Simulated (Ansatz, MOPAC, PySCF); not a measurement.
Ligands exchanged one at a time, Sn OH-H. Isolated molecules, 0 K electronic values unless said otherwise. One relaxed conformer stands for each flexible species; it need not be the lowest. Strings in code marks are SMILES.

Quantity: vertical ionisation energy (energy after one electron is removed minus that of the parent at the parent's geometry), in eV.

Level 1: frozen-core MP2/def2-TZVPP // PBE-D3(BJ)/def2-TZVP (Ansatz, a first-principles code)
Level 2: minus the HOMO energy of B3LYP/6-31G* (LANL2DZ on Sn) // PBE-D3(BJ)/def2-TZVP (PySCF)
Level 3: minus the HOMO energy of PM3 // PBE-D3(BJ)/def2-TZVP (MOPAC)
Level 4: minus the HOMO energy of PM7 // PBE-D3(BJ)/def2-TZVP (MOPAC)

```
species                                                          level 2  level 3  level 4
---------------------------------------------------------------  -------  -------  -------
`[SnH4]`                                                            9.13    12.83    11.32
`[OH][SnH3]`                                                        7.53    11.32    10.42
`[OH][SnH2][OH]` (H–O–Sn–O torsion 55°, O–Sn–O–H torsion -102°)     7.78    11.44    10.80
```

### Question
What does level 1 give for each?

### Answer

- `[SnH4]`: 11.65
- `[OH][SnH3]`: 11.18
- `[OH][SnH2][OH]` (H–O–Sn–O torsion 55°, O–Sn–O–H torsion -102°): 11.42
